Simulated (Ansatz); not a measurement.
Coupled-cluster run, BFH5NOSi (`OB(F)N[SiH3]`).

```yaml
crystal:
  periodic: [false, false, false]
  atoms:
    - {symbol: O, position_ang: [-1.683914, 0.189177, 0.691169]}
    - {symbol: B, position_ang: [-0.599774, 1.002233, 0.553597]}
    - {symbol: F, position_ang: [-0.659096, 2.271890, 0.988531]}
    - {symbol: N, position_ang: [0.576550, 0.505986, -0.043660]}
    - {symbol: Si, position_ang: [0.814411, -1.103909, -0.656373]}
    - {symbol: H, position_ang: [-2.431770, 0.620989, 1.108511]}
    - {symbol: H, position_ang: [1.345384, 1.152746, -0.118461]}
    - {symbol: H, position_ang: [-0.138698, -1.416144, -1.750713]}
    - {symbol: H, position_ang: [0.657127, -2.121203, 0.413085]}
    - {symbol: H, position_ang: [2.202880, -1.152866, -1.182684]}
basis:
  gaussian: {orbitals: def2-SVP}
correlation: {method: ccsd_t}
```

```sh
$ ansatz run in.yaml --threads 4 --pin off --events-out ev --progress --plain --max-ram 10444MiB
```

The program prints (abridged):

```
Functional definition: HF
962 factors; integrals over basis functions are off by at most 1.2e-3 eV
mean field evaluation 1: about -14831.4504 eV, gradient 4.2e1 eV
mean field evaluation 2: about -14831.5155 eV, gradient 4.2e1 eV
mean field evaluation 4: about -14835.1836 eV, gradient 2.9e0 eV
mean field evaluation 8: about -14835.2202 eV, gradient 2.1e-1 eV
mean field -14835.22034603 eV, -545.1842920430 hartree, gradient 1.3e-6 eV, S^2 0.000000; 0 other end points of the search recorded, 0 dependent functions left out
9 core orbitals not correlated: weight in the atoms' cores, before any rotation towards them, 1.000 or more for the frozen orbitals, at most 0.000 for the correlated occupied ones
reference -14835.22034603 eV, -545.1842920430 hartree; 15, 15 occupied and 75, 75 virtual orbitals, 962 factors
second order -19.45936430 eV of doubles, -0.00000000 eV of singles
cycle   1  -19.96124770 eV  change   -5.0e-1 eV  update   9.6e-2
cycle   2  -20.43041493 eV  change   -4.7e-1 eV  update   2.7e-2
cycle   3  -20.54148794 eV  change   -1.1e-1 eV  update   1.4e-2
cycle   4  -20.53526093 eV  change    6.2e-3 eV  update   2.9e-3
cycle   5  -20.53360451 eV  change    1.7e-3 eV  update   1.0e-3
cycle   6  -20.53382151 eV  change   -2.2e-4 eV  update   2.9e-4
cycle   7  -20.53366945 eV  change    1.5e-4 eV  update   8.0e-5
cycle   8  -20.53361880 eV  change    5.1e-5 eV  update   2.7e-5
cycle   9  -20.53361981 eV  change   -1.0e-6 eV  update   9.9e-6
perturbative correction -0.45142588 eV, -0.0165895950 hartree
Total energy: -14856.20539172 eV, -545.9554782479 hartree
```

Hardware: 4 threads of an AMD EPYC 7B13 on a shared host. Wall time 3.1 s, peak host memory 0.44 GiB.

The correlation energy is -20.985 eV, 2.2 % of it from (T); the T1 diagnostic reads 0.0119.
